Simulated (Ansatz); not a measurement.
System: CuF (charge +1, doublet). SMILES of the parent species: [F][Cu]

Atoms: Cu1, F2. Bonds: Cu1-F2.

Bond lengths (Å) and angles (degrees) optimised at HF/3-21G with Ansatz (a program for electronic structure); PBE/6-31G* with LANL2DZ past Ar with Ansatz; B3LYP/LANL2DZ with Ansatz; B3LYP/6-31G* with LANL2DZ past Ar with Ansatz, each started from the B3LYP-D3(BJ)/def2-TZVP structure (Ansatz) of the last column. A row stands for all coordinates that are equal there. 6-31G* holds six Cartesian d functions.

| coordinate | HF/3-21G | PBE/6-31G* with LANL2DZ past Ar | B3LYP/LANL2DZ | B3LYP/6-31G* with LANL2DZ past Ar | B3LYP-D3(BJ)/def2-TZVP |
|---|---|---|---|---|---|
| Cu1-F2 | 1.671 | 1.746 | 1.781 | 1.709 | 1.706 |

Mean signed difference of all 1 bond lengths from B3LYP-D3(BJ)/def2-TZVP: HF/3-21G -0.035 Å, PBE/6-31G* with LANL2DZ past Ar 0.041 Å, B3LYP/LANL2DZ 0.076 Å, B3LYP/6-31G* with LANL2DZ past Ar 0.003 Å.
